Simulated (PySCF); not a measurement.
Si (silicon, neutral) across methods

[Ne] 3s1 3p2 4s1, high-spin 5P determinant (an excited configuration). Computed with PySCF 2.14 in x2c-TZVPPall with one added diffuse shell each of s, p, d type (6s6p4d1f, 51 functions), with the spin-free X2C one-electron Hamiltonian (Gaussian nucleus).

| method | E (hartree) | mean ε 3s α (eV) | mean ε 3p α (eV) | mean ε 4s α (eV) | Σ⟨r²⟩ (bohr²) | ⟨S²⟩ |
| --- | --- | --- | --- | --- | --- | --- |
| BLYP | -289.6082 | -15.471 | -8.021 | -1.550 | 57.66 | 6.000 |
| r2SCAN | -289.5892 | -16.377 | -8.708 | -1.767 | 58.09 | 6.000 |
| wB97M-V | -289.5788 | -19.739 | -11.234 | -3.177 | 57.50 | 6.000 |
| PBE | -289.4633 | -15.775 | -8.351 | -1.774 | 57.65 | 6.000 |
| LDA | -288.4347 | -15.805 | -8.324 | -1.853 | 57.43 | 6.000 |
| PBE0 | -289.4900 | -17.566 | -9.543 | -2.148 | 57.99 | 6.000 |
| BP86 | -289.6371 | -15.863 | -8.418 | -1.887 | 57.56 | 6.000 |
| LC-wPBE | -289.5086 | -20.979 | -12.318 | -3.254 | 58.36 | 6.000 |
| UHF | -289.13775 | -22.419 | -12.687 | -2.975 | 58.86 | 6.000 |

The outer electron is Rydberg-like, and this basis confines it to a smaller radius and binds it less than a complete one would.
